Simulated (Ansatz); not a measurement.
F₄OW, charge +1, doublet, geometry from GFN2-xTB (such geometries of metal compounds can be far from the true shape) (the multiplicity is a formal guess) (core potentials on W); CAM-B3LYP/def2-SV(P) in Ansatz (an electronic-structure program).

The Ansatz input:
Ansatz 0.2 input:
```yaml
crystal:
  periodic: [false, false, false]
  atoms:
    - {symbol: W, position_ang: [0.01724362, -0.01447466, 0.05404266]}
    - {symbol: O, position_ang: [0.53338111, -0.44773141, 1.67165198]}
    - {symbol: F, position_ang: [-1.64758387, 0.74536382, 0.15902510]}
    - {symbol: F, position_ang: [0.57339068, 1.69697755, -0.29475267]}
    - {symbol: F, position_ang: [1.33963515, -0.48686513, -1.12415693]}
    - {symbol: F, position_ang: [-0.88133939, -1.43847887, -0.67037916]}
basis:
  gaussian:
    orbitals: def2-SV_P_.json
    final_grid: {core_spheres: 4, valence_spheres: 8, degree: 17}
hamiltonian:
  xc: cam_b3lyp
total_charge: 1
magnetization: {spin_polarized: true, initial_magnetization: 1}
```
The basis file holds def2-SV(P) in the JSON format of the Basis Set Exchange.

Task: Predict the main parts of the log of this Ansatz run.

Result: 
```
Functional definition: CAM-B3LYP
973 factors; integrals over basis functions are off by at most 4.3e-4 eV
252 factors; integrals over basis functions are off by at most 5.9e-5 eV
mean field evaluation 1: about -14697.7650 eV, gradient 7.3e1 eV
mean field evaluation 2: about -14602.6268 eV, gradient 1.8e2 eV
mean field evaluation 4: about -14716.4141 eV, gradient 1.1e1 eV
mean field evaluation 8: about -14716.9405 eV, gradient 5.4e-1 eV
mean field evaluation 16: about -14716.9424 eV, gradient 1.0e-3 eV
mean field evaluation 32: about -14716.9442 eV, gradient 1.9e-1 eV
mean field evaluation 64: about -14716.8753 eV, gradient 3.3e0 eV
mean field -14716.94805685 eV, -540.8378655836 hartree, gradient 2.7e-6 eV, S^2 0.758510; 5 other end points of the search recorded, 0 dependent functions left out
reference -14716.94820540 eV, -540.8378710427 hartree; 29, 28 occupied and 66, 67 virtual orbitals, 973 factors
Total energy: -14716.94820540 eV, -540.8378710427 hartree
```
